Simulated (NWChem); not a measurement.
Species: CH4FNO2Si; SMILES N[Si]1(F)OCO1

```xyz
10

N     -1.1919     1.5482    -0.0675
Si     0.0042     0.3648     0.0436
F      1.3664     1.1718     0.2793
O     -0.2075    -0.9460     1.0681
C     -0.0319    -1.8073    -0.0717
O      0.1060    -0.8350    -1.1239
H     -0.9936     2.5357     0.0108
H     -2.1690     1.3408    -0.2178
H      0.8750    -2.4130     0.0274
H     -0.9163    -2.4335    -0.2299
```
Atoms are numbered in this order, from 1.

Level: B3LYP/6-31G* (spherical d) (NWChem), optimised geometry, unscaled harmonic frequencies. 

```json
[
 {"frequency (cm⁻¹)": "123", "IR intensity (km/mol)": "4.8"},
 {"frequency (cm⁻¹)": "189", "IR intensity (km/mol)": "2.3"},
 {"frequency (cm⁻¹)": "245", "IR intensity (km/mol)": "238.8"},
 {"frequency (cm⁻¹)": "279", "IR intensity (km/mol)": "3.0"},
 {"frequency (cm⁻¹)": "336", "IR intensity (km/mol)": "4.7"},
 {"frequency (cm⁻¹)": "351", "IR intensity (km/mol)": "7.6"},
 {"frequency (cm⁻¹)": "387", "IR intensity (km/mol)": "37.5"},
 {"frequency (cm⁻¹)": "600", "IR intensity (km/mol)": "33.2"},
 {"frequency (cm⁻¹)": "751", "IR intensity (km/mol)": "23.5"},
 {"frequency (cm⁻¹)": "806", "IR intensity (km/mol)": "3.6"},
 {"frequency (cm⁻¹)": "863", "IR intensity (km/mol)": "40.9"},
 {"frequency (cm⁻¹)": "974", "IR intensity (km/mol)": "180.5"},
 {"frequency (cm⁻¹)": "982", "IR intensity (km/mol)": "181.6"},
 {"frequency (cm⁻¹)": "1044", "IR intensity (km/mol)": "417.8"},
 {"frequency (cm⁻¹)": "1078", "IR intensity (km/mol)": "30.2"},
 {"frequency (cm⁻¹)": "1160", "IR intensity (km/mol)": "8.0"},
 {"frequency (cm⁻¹)": "1163", "IR intensity (km/mol)": "0.0"},
 {"frequency (cm⁻¹)": "1392", "IR intensity (km/mol)": "18.1"},
 {"frequency (cm⁻¹)": "1582", "IR intensity (km/mol)": "7.3"},
 {"frequency (cm⁻¹)": "1613", "IR intensity (km/mol)": "86.3"},
 {"frequency (cm⁻¹)": "3063", "IR intensity (km/mol)": "81.9"},
 {"frequency (cm⁻¹)": "3122", "IR intensity (km/mol)": "45.5"},
 {"frequency (cm⁻¹)": "3604", "IR intensity (km/mol)": "51.0"},
 {"frequency (cm⁻¹)": "3702", "IR intensity (km/mol)": "48.3"}
]
```

| Quantity | Result |
|---|---|
| zero-point energy | 42.0 kcal/mol |
| thermal correction to the enthalpy at 298.15 K (with zero-point energy) | 46.8 kcal/mol |
| heat capacity Cv | 23.0 cal/(mol K) |
| entropy at 298.15 K and 1 atm (symmetry number 1) | 80.2 cal/(mol K) |
| dipole moment | 2.26 D |

Rigid rotor and harmonic oscillator.
